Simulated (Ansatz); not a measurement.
A structure relaxed at PBE0-D4/def2-SVP in Ansatz, charge 1, singlet:

```csv
atom,x (Å),y (Å),z (Å)
Ga1,1.802,-1.984,-0.011
Ga2,0.697,0.814,-2.457
Ga3,-1.941,-1.590,-0.943
Ga4,-0.172,0.850,1.050
F5,0.206,-1.021,-1.262
F6,-0.388,1.923,2.375
F7,1.118,-0.433,1.232
F8,-1.616,-0.161,0.565
F9,0.293,1.602,-0.550
```

(1) Give its formula and point group.

(2) Summarise the bond lengths by kind (pairs closer than 1.2 times the sum of covalent radii, bridged metal pairs left out).

Results:

(1) Ga4F5⁺. Point group C3v (tolerance 0.1 Å).

(2) 7 × F–Ga 1.72 to 2.10 Å.

The structure comes from a short search, and lower isomers may exist.
